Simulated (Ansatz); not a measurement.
Task: Name a neutral molecule of Ge, N, O, Si and H with HOMO–LUMO gap (PBE/def2-TZVPP) between 5.60 and 5.90 eV and HOMO energy (ωB97M-V/def2-TZVPP) between -9.90 and -9.60 eV (Ansatz, PBE0-D4/def2-TZVP geometry).

Result: `O[SiH](O)[NH][GeH3]` (5.78 eV, -9.87 eV); `N[SiH2][O][GeH2][NH2]` (5.63 eV, -9.79 eV). Other molecules can fit too; these were computed, each in one conformer that needn't be the lowest.
